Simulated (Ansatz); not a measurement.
Computed with Ansatz on PBE0-D4/def2-TZVP structures; ΔE is electronic, products minus reactants. CCSD(T)/CBS adds triple-zeta CCSD(T) − MP2 to the extrapolated MP2 energy (def2 sets, frozen cores). DFT in def2-TZVPP. B3LYP here is the variant with VWN-RPA as its local correlation; programs differ in this. One conformer a species, not always the lowest.

Reaction (redistribution): `F[SiH](F)[SiH](Cl)Cl` + `F[Si](F)(F)[AlH2]` → `F[Si](F)(F)[SiH](Cl)Cl` + `F[SiH](F)[AlH2]`

`F[SiH](F)[SiH](Cl)Cl`:

Z-matrix (Å, degrees):
```
Si
F 1 1.589
Si 1 2.346 2 109.1
F 1 1.589 2 107.4 3 118.1
H 1 1.479 2 108.5 3 -124.7
Cl 3 2.047 1 107.4 2 -62.4
Cl 3 2.047 1 107.4 2 179.5
H 3 1.479 1 115.7 2 58.5
```

`F[Si](F)(F)[AlH2]`:

```xyz
7

F    -1.164    1.876    0.048
Si   -0.885    0.343    0.352
F    -2.114   -0.455   -0.264
F    -0.996    0.184    1.929
Al    1.275   -0.474   -0.512
H     2.228    0.512   -1.299
H     1.655   -1.987   -0.254
```

`F[Si](F)(F)[SiH](Cl)Cl`:

Z-matrix (Å, degrees):
```
Si
F 1 1.576
F 1 1.578 2 107.9
F 1 1.578 2 107.9 3 115.9
Si 1 2.334 2 111.1 3 -122.1
Cl 5 2.040 1 107.8 2 -59.5
Cl 5 2.040 1 107.8 2 59.9
H 5 1.477 1 113.3 2 -179.8
```

`F[SiH](F)[AlH2]`:

Cartesian coordinates in Å:
```
F -1.149 -1.008 1.523
Si -0.311 -0.973 0.159
F -1.328 -1.367 -1.014
Al 0.532 1.328 -0.225
H 0.662 -2.094 0.249
H 2.092 1.587 -0.359
H -0.498 2.528 -0.333
```

(1) Is it downhill or uphill in electronic energy at CCSD(T)/CBS, and by how much? (Estimate.)

(2) What do these levels give: LDA (SPW92), PBE0-D4, B3LYP-D4, BHLYP-D4, ωB97M-V, B2PLYP, revPBE, r2SCAN0, BHLYP, RPA@PBE/def2-TZVPP, CCSD/def2-TZVPP, CCSD/CBS(def2)? (Estimate.)

Largest T1 diagnostic among the species: 0.012.

## Answers

(1) The calculation gave: Uphill: ΔE = +11.3 kJ/mol.

(2) The calculation gave: LDA (SPW92) 11.0, PBE0-D4 9.8, B3LYP-D4 10.0, BHLYP-D4 10.0, ωB97M-V 11.4, B2PLYP 11.4, revPBE 10.9, r2SCAN0 10.3, BHLYP 11.3, RPA@PBE/def2-TZVPP 9.3, CCSD/def2-TZVPP 10.2, CCSD/CBS(def2) 11.3 kJ/mol.

Leaving LDA and LC-ωPBE aside and taking each functional with its dispersion term where it has one, the values, not all of them listed here, spread over 3.6 kJ/mol, from B97M-V to ωB97M-V.
